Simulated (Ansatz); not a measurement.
Coupled-cluster run, C3H6BF (`B/C(C)=C/F`).

```yaml
crystal:
  periodic: [false, false, false]
  atoms:
    - {symbol: B, position_ang: [0.230968, 1.108961, 1.099136]}
    - {symbol: C, position_ang: [0.113019, 0.023987, 0.032598]}
    - {symbol: C, position_ang: [-1.189827, -0.491080, -0.503044]}
    - {symbol: C, position_ang: [1.291965, -0.442039, -0.395390]}
    - {symbol: F, position_ang: [1.412356, -1.389813, -1.319881]}
    - {symbol: H, position_ang: [1.315092, 1.460038, 1.467591]}
    - {symbol: H, position_ang: [-0.743425, 1.615979, 1.575486]}
    - {symbol: H, position_ang: [-1.803960, -0.888573, 0.308734]}
    - {symbol: H, position_ang: [-1.761326, 0.321534, -0.958525]}
    - {symbol: H, position_ang: [-1.056402, -1.275560, -1.248415]}
    - {symbol: H, position_ang: [2.257040, -0.100334, -0.037792]}
basis:
  gaussian: {orbitals: def2-TZVPP}
correlation: {method: ccsd_t}
output: {orbitals: {seedname: orbitals}}
```

```sh
$ ansatz run in.yaml --threads 4 --pin off --events-out ev --progress --plain
```

Log, shortened:

```
Functional definition: HF
1435 factors; integrals over basis functions are off by at most 9.0e-4 eV
mean field evaluation 1: about -6562.0583 eV, gradient 3.5e1 eV
mean field evaluation 2: about -6562.2629 eV, gradient 3.5e1 eV
mean field evaluation 4: about -6565.5333 eV, gradient 4.3e0 eV
mean field evaluation 8: about -6565.6027 eV, gradient 2.8e-1 eV
mean field -6565.60344736 eV, -241.2814763647 hartree, gradient 4.7e-6 eV, S^2 0.000000; 0 other end points of the search recorded, 0 dependent functions left out
5 core orbitals not correlated: weight in the atoms' cores, before any rotation towards them, 1.000 or more for the frozen orbitals, at most 0.000 for the correlated occupied ones
reference -6565.60344736 eV, -241.2814763647 hartree; 14, 14 occupied and 220, 220 virtual orbitals, 1435 factors
second order -22.88388469 eV of doubles, -0.00000000 eV of singles
cycle   1  -23.25649296 eV  change   -3.7e-1 eV  update   1.0e-1
cycle   2  -23.80206794 eV  change   -5.5e-1 eV  update   3.2e-2
cycle   3  -23.93786004 eV  change   -1.4e-1 eV  update   1.7e-2
cycle   4  -23.93103106 eV  change    6.8e-3 eV  update   4.1e-3
cycle   5  -23.92826333 eV  change    2.8e-3 eV  update   2.1e-3
cycle   6  -23.92893426 eV  change   -6.7e-4 eV  update   7.0e-4
cycle   7  -23.92888947 eV  change    4.5e-5 eV  update   3.3e-4
cycle   8  -23.92872605 eV  change    1.6e-4 eV  update   1.4e-4
cycle   9  -23.92872221 eV  change    3.8e-6 eV  update   5.7e-5
cycle  10  -23.92874453 eV  change   -2.2e-5 eV  update   1.9e-5
perturbative correction -0.94886570 eV, -0.0348701714 hartree
Total energy: -6590.48105760 eV, -242.1957116782 hartree
```

Run time 91 s (4 threads of a server CPU on a shared host); peak host memory 4.8 GiB.

Correlation energy per correlated electron: -0.888 eV. T1 diagnostic: 0.0121.
